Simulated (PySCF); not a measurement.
A structure optimised at PBE-D3(BJ)/def2-SVP, used in a PySCF frequency run:

```xyz
11

N      1.9309    -0.0071     0.8072
Ge     0.4160    -0.2084    -0.2340
C     -1.3210    -0.7114     0.6131
N     -2.0015     0.3005     0.1871
C     -1.0554     1.1759    -0.5299
H      2.7970     0.1644     0.2856
H      1.8582     0.6737     1.5702
H      0.8997    -1.0316    -1.4693
H     -1.7925    -1.5194     1.2091
H     -0.9333     2.1454    -0.0022
H     -1.3897     1.3952    -1.5663
```

Problem. Write its SMILES and formula.

Solution. [NH2][Ge@H]1[CH]=N[CH2]1, C2H6GeN2

Problem. What are its rotational constants (standard atomic weights)?

Solution. 7.8554, 2.5285, 2.3186 GHz
